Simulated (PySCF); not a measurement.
Excitations are Tamm–Dancoff values on a coarser integration grid. The basis has no diffuse functions, so Rydberg states are missing or too high.

Cartesian coordinates (Å):
```xyz
17

C     -1.3851     1.2586     0.5003
C     -0.1454     0.6975     0.2853
C      1.1329     1.3302     0.5621
C      2.3072     0.6753     0.3076
C      2.3169    -0.6679    -0.2451
C      1.1519    -1.3265    -0.5312
C     -0.1354    -0.6980    -0.2891
C     -1.3671    -1.2630    -0.5375
Si    -2.6640    -0.0043    -0.0360
H     -1.4983     2.2704     0.9153
H      1.1323     2.3483     0.9812
H      3.2696     1.1652     0.5217
H      3.2862    -1.1547    -0.4331
H      1.1659    -2.3446    -0.9501
H     -1.4657    -2.2752    -0.9554
H     -3.5655    -0.4695     1.0788
H     -3.5365     0.4581    -1.1748
```
Charge 0, spin multiplicity 1.

**Question.** Give the HOMO, total energy, S1 oscillator strength, brightest of the four lowest singlets (TDA) and HOMO–LUMO gap at the level PBE-D3(BJ)/def2-TZVP // PBE-D3(BJ)/def2-SVP run with PySCF 2.14.0.

**Answer.** 
```yaml
HOMO: -4.92 eV
total_energy: -598.6904 Ha
S1 oscillator strength: 0.071
brightest of the four lowest singlets (TDA): 2.62 eV
HOMO–LUMO gap: 1.58 eV
```
